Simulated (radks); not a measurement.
Charge is removed step by step from the 2s1/2 level of N3+, starting from [He] 2s2. All-electron calculation, Dirac Kohn-Sham, PBE, spin-unpolarised, spherical densities, finite nucleus; Fermi nuclear charge, rms radius 2.5582 fm. Program: a radial shooting solver on a logarithmic mesh with Libxc functionals.

removed (e)  E - E(0) (eV)  eigenvalue (eV)  E minus straight line (eV)
0                    0.000          -68.124                       0.000
0.125                8.666          -70.527                      -1.062
0.25                17.632          -72.943                      -1.822
0.375               26.902          -75.369                      -2.280
0.5                 36.475          -77.803                      -2.434
0.625               46.353          -80.243                      -2.284
0.75                56.536          -82.687                      -1.828
0.875               67.025          -85.131                      -1.067
1                   77.819          -87.572                       0.000

Removing the whole electron costs 77.819 eV by Delta-SCF, against 68.124 eV from minus the eigenvalue at the starting occupation. Slater's transition state (half an electron removed) gives 77.803 eV. Integrating minus the eigenvalue over the occupation (Janak's theorem) gives 77.819 eV. The mean slope of the eigenvalue, de/dn, is 19.4 eV per electron. Ionisation energy of N3+ in the NIST Atomic Spectra Database: 77.474 eV (measured).

Beside tabulated values, note that spin-unpolarised runs miss the spin-polarisation part of the exchange energy of open shells.
